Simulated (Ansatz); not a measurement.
The lowest singlet and triplet of C3H2 (SMILES [C]=C=C); geometries from B3LYP-D3(BJ)/def2-TZVP, each state relaxed from the structure named, with no frequency check.
Singlet at the triplet's geometry (charge 0, multiplicity 1):
```xyz
5

C      1.4667    -0.1469    -0.1284
C      0.2105     0.1111    -0.0517
C     -1.1204     0.0329     0.1180
H     -1.7382     0.9102    -0.0330
H     -1.6025    -0.8931     0.4053
```

A positive gap puts the triplet lower; no zero-point energy. R- takes a restricted singlet. U- takes an unrestricted singlet (broken symmetry where lower, unprojected). The triplet is unrestricted in single-reference levels. Active spaces average the two states.

Correlated levels freeze the cores.

Codes used: Ansatz (an electronic-structure program) with Gaussian orbitals. 

| level | gap E(singlet) − E(triplet), vertical, at the triplet's geometry (kJ/mol) |
|---|---|
| U-SVWN5/def2-TZVPP | -112.0 |
| U-PBE/def2-TZVPP | -103.6 |
| R-B3LYP/def2-TZVPP | -114.3 |
| R-PBE0/def2-TZVPP | -97.9 |
| R-BHLYP/def2-TZVPP | -102.3 |
| U-wB97X-V/def2-TZVPP | -120.7 |
| R-wB97M-V/def2-TZVPP | [?] |
| SA-CASSCF(6,6)/cc-pVTZ | -100.5 |
| SC-NEVPT2 on SA-CASSCF(6,6)/cc-pVTZ | [?] |

Q: Fill in the missing entries.

A: 
- R-wB97M-V/def2-TZVPP, gap E(singlet) − E(triplet), vertical, at the triplet's geometry (kJ/mol): -128.5
- SC-NEVPT2 on SA-CASSCF(6,6)/cc-pVTZ, gap E(singlet) − E(triplet), vertical, at the triplet's geometry (kJ/mol): -132.2
